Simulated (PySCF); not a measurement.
An unknown shows these calculated signals:

¹H NMR (400 MHz, computed): δ 6.40 (q, 1H), 2.09 (d, 3H), 2.00 (q, 2H), 1.99 (s, 3H), 1.05 (t, 3H).

¹³C{¹H} NMR (computed): δ 140.3 (C), 129.0 (CH), 24.8 (CH3), 24.7 (CH2), 24.0 (CH3), 12.3 (CH3).

One conformer, fast rotation and ring inversion assumed for equivalent nuclei, non-relativistic, gas phase. Structure optimised with GFN2-xTB; GIAO PBE0/pcSseg-1 shieldings; PySCF.

Scale: ¹H and ¹³C vs TMS (reference shieldings calculated alike).

**Question.** Which of these does the molecule contain: a carboxylic acid, a ketone, a vinyl group CH=CH2, a CH3CH2 unit?

**Answer.** 
- A carboxylic acid: no.
- A ketone: no.
- A vinyl group CH=CH2: no.
- A CH3CH2 unit: yes (δC 12.3, 24.7; δH 1.05 (t), 2.00 (q)).

The data belong to `C/C=N/N=C(/C)CC`, C₆H₁₂N₂; they needn't prove each group on their own.

Carbon signals by region: 2 in the sp2 and nitrile region (100–160 ppm), 4 below 50 ppm.

Shifts are as computed. Against solution values, carbons near 30 ppm lie about +3 ppm off and those near 130 ppm about +5 ppm. Of 1211 compounds with measured shifts, 218 miss one by over three times the rms of a fit or turn the order of signals round; such compounds aren't used in these exercises. Multiplicities follow the n + 1 count of equivalent neighbours, as no J values were calculated; m marks all less simple cases, F and P coupling included.
